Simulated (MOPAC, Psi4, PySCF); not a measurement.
Torsional profile of H6BrNSi2, SMILES N[SiH2][SiH2]Br. Scanned: dihedral N1–Si2–Si3–Br4; all other coordinates were relaxed at B3LYP-D3(BJ)/def2-SVP. Points at φ and −φ are mirror images.

Atom numbering (GFN2-xTB optimised geometry, Å):
```
10

N     -1.5704     0.6848     0.0513
Si    -0.6100    -0.6419    -0.4667
Si     1.5579    -0.0250     0.0111
Br     1.6240     1.0085     1.9984
H     -2.5570     0.6986    -0.1501
H     -1.3995     1.1207     0.9446
H     -0.8378    -0.7521    -1.9082
H     -0.9331    -1.9422     0.1487
H      2.5136    -1.1123     0.2171
H      2.2123     0.9608    -0.8462
```

- RMP2/3-21G = restricted MP2 (frozen core)/3-21G // B3LYP-D3(BJ)/def2-SVP (PySCF)
- PBE/def2-TZVP // B3LYP-D3(BJ)/def2-SVP (Psi4)
- AM1, restricted, heats of formation // B3LYP-D3(BJ)/def2-SVP (MOPAC)
- M06-2X/def2-TZVP // B3LYP-D3(BJ)/def2-SVP (Psi4)
- RKS-B3LYP/6-31G* = restricted B3LYP/6-31G*, spherical d, density fitting // B3LYP-D3(BJ)/def2-SVP (PySCF 2.14.0)
- MP2/cc-pVTZ = DF-MP2 (frozen core)/cc-pVTZ // B3LYP-D3(BJ)/def2-SVP (Psi4)

Energies in mEh, each method relative to its own lowest point.

| φ / ° | RMP2/3-21G | PBE/def2-TZVP | AM1 | M06-2X/def2-TZVP | RKS-B3LYP/6-31G* | MP2/cc-pVTZ |
|---|---|---|---|---|---|---|
| -150 | 2.3 | 0.9 | 0.3 | 1.5 | 0.4 | 1.6 |
| -120 | 3.8 | 1.8 | 0.7 | 2.5 | 1.6 | 2.5 |
| -90 | 3.1 | 1.2 | 1.1 | 1.8 | 1.0 | 1.6 |
| -60 | 1.5 | 0.0 | 2.3 | 0.0 | 0.0 | 0.0 |
| -30 | 0.5 | 0.2 | 1.1 | 0.0 | 0.3 | 0.2 |
| 0 | 0.0 | 1.3 | 0.0 | 1.0 | 1.5 | 1.6 |
| 30 | 0.5 | 0.2 | 1.1 | 0.0 | 0.3 | 0.2 |
| 60 | 1.5 | 0.0 | 2.3 | 0.0 | 0.0 | 0.0 |
| 90 | 3.1 | 1.2 | 1.1 | 1.8 | 1.0 | 1.6 |
| 120 | 3.8 | 1.8 | 0.7 | 2.5 | 1.6 | 2.5 |
| 150 | 2.3 | 0.9 | 0.3 | 1.5 | 0.4 | 1.6 |
| 180 | 1.7 | 0.5 | 0.1 | 1.2 | 0.1 | 1.1 |

Root-mean-square difference from the MP2/cc-pVTZ profile, itself a level with limits, after the best constant shift (mEh): RMP2/3-21G 0.8, PBE/def2-TZVP 0.3, AM1 1.4, M06-2X/def2-TZVP 0.2, RKS-B3LYP/6-31G* 0.5.
